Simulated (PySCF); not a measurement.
This PySCF input asks for the NMR shieldings of SMILES CCC#[N+][AlH3-], C3H8AlN; the geometry comes from GFN2-xTB.

```python
import basis_set_exchange as bse
import numpy as np
from pyscf import gto, dft
from pyscf.prop import nmr

atoms = """
C    -2.243916    0.443978   -0.180736
C    -1.193315   -0.221875   -1.077622
C     0.041171   -0.385273   -0.378795
N     1.006118   -0.511234    0.228135
Al    2.945730   -0.125849    0.448038
H    -3.167569    0.570161   -0.738834
H    -1.898297    1.419910    0.149907
H    -2.444550   -0.168162    0.694849
H    -0.999524    0.392336   -1.962360
H    -1.537582   -1.206384   -1.408423
H     3.033186    0.952533   -0.703311
H     2.954306    0.396340    1.922772
H     3.499852   -1.555994    0.127404
"""
names = dict.fromkeys(["C", "N", "Al", "H"], "pcSseg-1")
basis = {el: gto.basis.parse(bse.get_basis(n, elements=[el], fmt="nwchem")) for el, n in names.items()}
mol = gto.M(atom=atoms, basis=basis, charge=0, verbose=0)
mf = dft.RKS(mol, xc="PBE0")
mf.grids.level = 2
mf.grids.alignment = dft.numint.BLKSIZE   # the property module wants whole blocks of grid points
mf.conv_tol = 1e-9
mf.kernel()

calc = nmr.RKS(mf)   # GIAO
C = mf.mo_coeff
Co = C[:, mf.mo_occ > 0]
resp = mf.gen_response(singlet=True, hermi=2)
def vind(x):   # induced exchange potential for any number of trial vectors
    d = np.einsum("pi,xij,qj->xpq", C, 2 * x.reshape(-1, C.shape[1], Co.shape[1]), Co, optimize=True)
    return np.einsum("xpq,pi,qj->xij", resp(d - d.transpose(0, 2, 1)), C, Co, optimize=True).ravel()
mo1, _ = nmr.rhf.solve_mo1(calc, with_cphf=vind)
sigma = calc.kernel(mo1)
for i, s in enumerate(sigma):   # ppm
    print("%2d %-2s %9.2f" % (i, mol.atom_pure_symbol(i), np.trace(s) / 3))
```

Question: What does it print?

Answer: 
```
 0 C     174.30
 1 C     175.29
 2 C      51.19
 3 N      24.46
 4 Al    437.37
 5 H      30.34
 6 H      30.13
 7 H      30.20
 8 H      29.10
 9 H      29.16
10 H      27.48
11 H      27.84
12 H      27.73
```

These numbers come from an equivalent density-fitted implementation of the same equations, which agrees with the script to about 0.01 ppm for H and up to a few tenths of a ppm for heavy atoms, so last digits may differ.

Size and cost of the density-fitted run: 132 basis functions, 9.8 s wall time on 1 thread of an Arm Neoverse V2, shared host.
